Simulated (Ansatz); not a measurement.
Born–Oppenheimer molecular dynamics of BF3H2O (7 atoms, charge 0, multiplicity 1). It starts at the highest image of a converged band, a first-order saddle point between two minima.

All numbers below come from RKS B3LYP/def2-SVP (Ansatz).

```yaml
ensemble: NVE (velocity Verlet)
time_step: 0.5 fs
steps_asked: 200
starting_velocities_drawn_for: 300 K
seed: 6567
```

First frame:

```xyz
7
Properties=species:S:1:pos:R:3
B 0.052 -0.277 -0.054
F -0.016 0.082 1.560
F 1.173 0.247 -0.540
F -1.118 0.058 -0.611
O 0.148 -1.706 0.375
H -0.635 -2.219 0.127
H 0.039 -1.039 1.458
```

(1) How far do the bonds stretch over the last three quarters of this one trajectory? (Pairs bonded in most of those frames.)

Results:

(1) 
| bond | mean (Å) | spread (Å) | shortest | longest |
| --- | --- | --- | --- | --- |
| B1–F3 | 1.321 | 0.018 | 1.29 | 1.35 |
| B1–F4 | 1.331 | 0.007 | 1.32 | 1.35 |
| B1–O5 | 1.362 | 0.026 | 1.33 | 1.44 |
| F2–H7 | 0.933 | 0.014 | 0.91 | 0.97 |
| O5–H6 | 0.967 | 0.004 | 0.96 | 0.97 |

Mean temperature of the second half: 836 K. The conserved energy stayed within 0.052 meV per atom of its start (net change -0.0054 meV per atom), so the integration is sound. The kinetic energy rose, since the run started high on the potential surface and went downhill. It ends in pieces (BF2HO + FH), so much of that is their flight and rotation, not heat. A run of 0.1 ps of so small a system gives no equilibrium averages. The orbitals stay closed-shell, which can raise the energy where a bond breaks towards radicals; this wasn't checked here.

Run time: 6 min on 2 threads of Intel(R) Xeon(R) Platinum 8259CL CPU @ 2.50GHz (Skylake/Cascade Lake) (shared host), peak memory 0.17 GiB.
